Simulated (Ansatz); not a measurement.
Relaxation of Cl₃FH₃NTa (9 atoms, charge 0, multiplicity 2), to a largest force component of 0.03 eV/Å in at most 50 steps.

These are results of Ansatz 0.2.0, UKS PBE/def2-SVP, not measurements.

```xyz
9
Properties=species:S:1:pos:R:3
Ta -0.057 -0.001 -0.010
F 1.856 -0.048 0.031
Cl -0.090 -0.081 2.336
Cl 0.033 -0.181 -2.351
Cl -1.365 1.914 -0.081
N -1.063 -1.687 0.000
H -1.394 -2.151 0.853
H -1.329 -2.197 -0.852
H 3.984 0.041 0.073
```

Question: Where does it end, and by what steps?

Answer: The run converged. The force dipped under the threshold on the way, but the program's further checks kept it going. After 8 steps the energy has fallen by 0.090 eV; H9 moved furthest, 0.85 Å.

```
step  energy less start (eV)  largest force component (eV/Å)  accepted
   0                  0.0000                           0.768       yes
   1                 -0.0329                           0.301       yes
   2                 -0.0645                           0.213       yes
   3                 -0.0776                           0.212       yes
   4                 -0.0844                           0.096       yes
   5                 -0.0871                           0.027       yes
   6                 -0.0895                           0.041       yes
   7                 -0.0894                           0.022        no
   8                 -0.0896                           0.005       yes
```

```xyz
9
Properties=species:S:1:pos:R:3
Ta -0.171 0.008 -0.015
F 1.717 0.051 0.032
Cl -0.213 -0.129 2.330
Cl -0.094 -0.229 -2.351
Cl -1.467 1.927 -0.088
N -1.164 -1.693 -0.004
H -1.453 -2.181 0.850
H -1.409 -2.217 -0.850
H 4.829 0.073 0.094
```

Whether the end is a true minimum wasn't checked by a vibrational analysis.

The run took 48 s on 4 threads of Arm Neoverse V1, with other jobs on the host, peak memory 0.25 GiB.
